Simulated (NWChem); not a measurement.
CH₉NSi₂; SMILES N[SiH2]C[SiH3]

```xyz
13

Si     0.0626     2.1018     0.1011
C     -0.7604     0.4107    -0.0763
Si     0.4314    -1.0478    -0.1601
N     -0.4238    -2.5320     0.1576
H     -0.9300     3.2029    -0.0503
H      1.1179     2.2950    -0.9325
H      0.6991     2.2349     1.4401
H     -1.4341     0.2593     0.7773
H     -1.3869     0.4207    -0.9788
H      1.4740    -0.9524     0.8984
H      1.1312    -0.9781    -1.4822
H     -1.1678    -2.8196    -0.4685
H      0.1166    -3.3399     0.4462
```
Atoms are numbered in this order, from 1.

Level: B3LYP/6-31G* (spherical d) (NWChem), optimised geometry, unscaled harmonic frequencies. 

List the harmonic frequencies with IR intensities, and the thermochemistry.


```json
[
 {"frequency (cm⁻¹)": "40", "IR intensity (km/mol)": "0.4"},
 {"frequency (cm⁻¹)": "104", "IR intensity (km/mol)": "0.1"},
 {"frequency (cm⁻¹)": "131", "IR intensity (km/mol)": "4.0"},
 {"frequency (cm⁻¹)": "177", "IR intensity (km/mol)": "10.6"},
 {"frequency (cm⁻¹)": "276", "IR intensity (km/mol)": "15.1"},
 {"frequency (cm⁻¹)": "448", "IR intensity (km/mol)": "214.8"},
 {"frequency (cm⁻¹)": "473", "IR intensity (km/mol)": "8.2"},
 {"frequency (cm⁻¹)": "551", "IR intensity (km/mol)": "1.0"},
 {"frequency (cm⁻¹)": "557", "IR intensity (km/mol)": "1.1"},
 {"frequency (cm⁻¹)": "670", "IR intensity (km/mol)": "32.1"},
 {"frequency (cm⁻¹)": "721", "IR intensity (km/mol)": "49.7"},
 {"frequency (cm⁻¹)": "760", "IR intensity (km/mol)": "46.0"},
 {"frequency (cm⁻¹)": "818", "IR intensity (km/mol)": "22.7"},
 {"frequency (cm⁻¹)": "843", "IR intensity (km/mol)": "107.7"},
 {"frequency (cm⁻¹)": "881", "IR intensity (km/mol)": "105.2"},
 {"frequency (cm⁻¹)": "935", "IR intensity (km/mol)": "341.6"},
 {"frequency (cm⁻¹)": "957", "IR intensity (km/mol)": "93.4"},
 {"frequency (cm⁻¹)": "963", "IR intensity (km/mol)": "43.7"},
 {"frequency (cm⁻¹)": "971", "IR intensity (km/mol)": "32.3"},
 {"frequency (cm⁻¹)": "990", "IR intensity (km/mol)": "159.3"},
 {"frequency (cm⁻¹)": "1053", "IR intensity (km/mol)": "6.1"},
 {"frequency (cm⁻¹)": "1110", "IR intensity (km/mol)": "153.8"},
 {"frequency (cm⁻¹)": "1446", "IR intensity (km/mol)": "6.3"},
 {"frequency (cm⁻¹)": "1629", "IR intensity (km/mol)": "46.2"},
 {"frequency (cm⁻¹)": "2186", "IR intensity (km/mol)": "178.1"},
 {"frequency (cm⁻¹)": "2234", "IR intensity (km/mol)": "164.4"},
 {"frequency (cm⁻¹)": "2239", "IR intensity (km/mol)": "49.2"},
 {"frequency (cm⁻¹)": "2242", "IR intensity (km/mol)": "126.9"},
 {"frequency (cm⁻¹)": "2249", "IR intensity (km/mol)": "255.6"},
 {"frequency (cm⁻¹)": "3044", "IR intensity (km/mol)": "3.5"},
 {"frequency (cm⁻¹)": "3095", "IR intensity (km/mol)": "3.9"},
 {"frequency (cm⁻¹)": "3547", "IR intensity (km/mol)": "12.9"},
 {"frequency (cm⁻¹)": "3637", "IR intensity (km/mol)": "13.1"}
]
```

| Property | Result |
|---|---|
| zero-point energy | 60.0 kcal/mol |
| thermal correction to the enthalpy at 298.15 K (with zero-point energy) | 65.5 kcal/mol |
| heat capacity Cv | 27.3 cal/(mol K) |
| entropy at 298.15 K and 1 atm (symmetry number 1) | 86.1 cal/(mol K) |
| dipole moment | 1.92 D |

Rigid rotor and harmonic oscillator; modes under 100 cm⁻¹ make the entropy uncertain.
